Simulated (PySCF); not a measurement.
Compound: C₇H₁₀Cl (doublet state).
Bonds: C1–C2, C2–C3, C2–C4, C2–C5, C5–C6 (triple), C6–C7, C7–Cl8. Hydrogens: H9, H10, H11 on C1; H12, H13, H14 on C3; H15, H16, H17 on C4; H18 on C7.

The species is `CC(C)(C)C#C[CH]Cl` [radical].

Level of theory: UKS B3LYP, pcH-1 on C Cl H, non-relativistic, mean-field spin-orbit, GIAO (PySCF). Isolated species at its GFN2-xTB geometry, gas phase. The geometry wasn't refined by DFT: couplings that depend on bond lengths, twists or pyramidal angles can differ widely from those at the functional's own minimum. No stability test was run, so a lower SCF solution isn't excluded.

(1) Match the computed a_iso(13C) values +73.7, -62.7, +42.5, +18.2, -15.0 MHz (means over equivalent nuclei) with the sites C1/C3/C4; C2; C5; C6; C7.

(2) The isotropic 1H couplings, averaged over equivalent nuclei, are -53.3, +1.4 MHz. Assign them to H9 (×9); H18.

Results:

(1) 
| site | a_iso (MHz) | ρ(0) (bohr⁻³) | position | distance from C7 (Å) | spin population | largest \|T\| (MHz) |
| --- | --- | --- | --- | --- | --- | --- |
| C1/C3/C4 | +18.2 | +0.0162 | 2 bonds from C5 | 4.75 | +0.01 | 3.1 |
| C2 | -15.0 | -0.0133 | 1 bond from C5 | 4.03 | -0.03 | 0.9 |
| C5 | +42.5 | +0.0378 | a main spin site | 2.58 | +0.49 | 73.8 |
| C6 | -62.7 | -0.0558 | 1 bond from C5 | 1.36 | -0.23 | 20.8 |
| C7 | +73.7 | +0.0652 | largest spin population | 0.00 | +0.70 | 123.3 |

(2) 
```tsv
site	a_iso (MHz)	ρ(0) (bohr⁻³)	position	distance from C7 (Å)	bound to	spin population there	largest |T| (MHz)
H9 (×9)	+1.4	+0.0003	3 bonds from C5	5.07	C1/C3/C4	+0.01	3.1
H18	-53.3	-0.0119	1 bond from C7	1.08	C7	+0.70	29.4
```

ρ(0) is the spin density at the nucleus and T the dipolar tensor; a_iso includes a spin–orbit part; entries for several nuclei are means. The Mulliken spin populations are largest on C7 (+0.70), C5 (+0.49), C6 (-0.23) and Cl8 (+0.07). The angles at C7 add up to 360.0°, so it is planar; its axial dipolar tensor and the negative coupling of its proton fit spin in a p orbital normal to that plane. Main spin sites, with 60 % or more of the largest population: C5, C7; positions count bonds from the nearest.

Nuclei that the bonding pattern makes equivalent are averaged, as if the motion that swaps them (rotation, inversion, ring flip) were fast. The nine 1H nuclei of mean +1.4 MHz run from -1.1 to 10.7 MHz in the frozen geometry. The 13C value of +18.2 MHz is a mean of couplings from 3.2 to 29.6 MHz in this one geometry, not an average over conformers.
